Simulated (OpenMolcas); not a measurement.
Pm I: from CASSCF to CASPT2

* Program: OpenMolcas
* Basis: ANO-RCC-VQZP [9s8p6d4f3g2h]
* Scalar Hamiltonian: DKH2, point nucleus
* Active space: 5 electrons in 7 orbitals (4f)
* State averaging: 2S+1 = 6 odd, 21 roots; 2S+1 = 4 odd, 224 roots (128 in the spin-orbit step); 2S+1 = 2 odd, 130 roots kept (CI in the orbitals of an earlier block)
* Spin-orbit coupling: state interaction with AMFI integrals over the reference wave functions, term energies averaged over their components

Methods on the same reference wave functions:
A. CASSCF
B. SS-CASPT2, IPEA 0.25 Eh, imaginary shift 0.1 Eh (closed shells correlated: 5s 5p 6s)
C. MS-CASPT2, IPEA 0.25 Eh, imaginary shift 0.1 Eh (closed shells correlated: 5s 5p 6s)

Energies in eV above 4f⁵ 6s² ⁶H°_5/2, the measured ground level; measured values from NIST Handbook of Basic Atomic Spectroscopic Data.

```tsv
Level	A	B	C	Measured
4f⁵ 6s² ⁶H°_5/2	0.0000	0.0000	0.0000	0.0000
4f⁵ 6s² ⁶H°_7/2	0.1034	0.1109	0.1109	0.0997
4f⁵ 6s² ⁶H°_9/2	0.2275	0.2404	0.2404	0.2168
4f⁵ 6s² ⁶H°_11/2	0.3674	0.382	0.382	0.3468
4f⁵ 6s² ⁶H°_13/2	0.5191	0.531	0.531	0.4859
4f⁵ 6s² ⁶H°_15/2	0.6794	0.684	0.684	0.6311
4f⁵ 6s² ⁶F°_1/2	0.8735	0.712	0.712	
4f⁵ 6s² ⁶F°_3/2	0.9023	0.735	0.735	
4f⁵ 6s² ⁶F°_5/2	0.9575	0.785	0.785	
4f⁵ 6s² ⁶F°_7/2	1.0463	0.877	0.877	
4f⁵ 6s² ⁶F°_9/2	1.1677	1.006	1.006	
4f⁵ 6s² ⁶F°_11/2	1.3148	1.159	1.159	
4f⁵ 6s² ⁴F°_3/2(1)	2.4327	1.809	1.809	
4f⁵ 6s² ⁴G°_7/2(1) [57 %]	2.6023	1.971	1.971	
4f⁵ 6s² ⁴I°_9/2(1)	2.6310	2.121	2.121	
4f⁵ 6s² ⁴I°_11/2(1)	2.7000	2.203	2.203	
4f⁵ 6s² ⁴M°_17/2	2.7582	2.525	2.525	
4f⁵ 6s² ⁴I°_13/2(1) [71 %]	2.7734	2.289	2.289	
4f⁵ 6s² ⁴F°_5/2(1) [51 %]	2.8227	2.191	2.191	
4f⁵ 6s² ⁴G°_9/2(1) [71 %]	2.8853	2.244	2.244	
4f⁵ 6s² ⁴M°_19/2	2.9093	2.684	2.684	
4f⁵ 6s² ⁴M°_21/2	3.0441	2.830	2.830	
4f⁵ 6s² ⁴F°_7/2(1) [57 %]	3.0983	2.467	2.467	
4f⁵ 6s² ⁴L°_13/2 [61 %]	3.1539	2.696	2.696
```

Deviations, from unrounded energies. A percentage is the sum of absolute deviations over the sum of measured energies, with the sign that they share, or ± where signs differ.

```json
{"Against measurement": "mean absolute deviation (cm-1)", "Levels": "5", "A": "190", "B": "270", "C": "270"}
{"Against measurement": "fine structure of the ground term (%)", "Levels": "5", "A": "+6.5", "B": "+9.5", "C": "+9.5"}
```

A lies closest to measurement on these levels and B furthest from it. The largest miss of A in the table is 4f⁵ 6s² ⁶H°_15/2, by +390 cm-1. The ranking rests on the paired levels alone, and a cruder setting can come out closer through cancelling errors.

Between B and C no level of the table moves by more than 5 cm-1.

The two smallest mean deviations differ by little beside CASPT2's spread within terms, so their order carries little weight.

From A to B the spin-free energies of the other terms of 4f⁵ 6s² shown, above ⁶H°, scale by factors of 0.74 to 0.91, as is usual when dynamic correlation screens the repulsion within a d or f shell.

The lowest spin-free term lies below A's lowest term by 0.523 hartree in B, 0.523 hartree in C.

Term energies are means over components that CASPT2 splits; among the terms shown or strongly mixed into the levels shown the widest spread is 440 cm-1 (4f⁵ 6s² ⁶H°, C). High states are left out of the spin-orbit mixing, which shifts the levels that they would mix with. With the s shell closed, the reference lacks s² → p² mixing. Without dynamic correlation excited terms often stand tens of per cent too high (terms of higher spin than the ground term too low), and those without a measured partner can miss by more than the paired ones (holds for A). The CASPT2 spread within a term exceeds the gap to the next term for 4f⁵ 6s² ⁴G°(1) and 4f⁵ 6s² ⁴I°(1), so the order of their levels is uncertain, and so are names and mixing where such terms share a J (holds for B; C). Blocks of more than 70 roots (2S+1 = 4 odd, 2 odd) ran without multistate coupling (holds for C). Computed and measured levels are paired by configuration, term and J; levels that our copy of the source lacks, or whose pairing is in doubt (as where it misses far off the trend of its configuration), stay unpaired and out of the deviations. Levels of configurations outside the active space are missing. Levels that lie high or do not pair safely by name in every column are left out.

A share in square brackets marks a mixed level and gives the weight of the term that names it, the lowest over the columns. A number in round brackets counts repeated terms of one configuration in the order of the reference energies. ° marks odd parity.
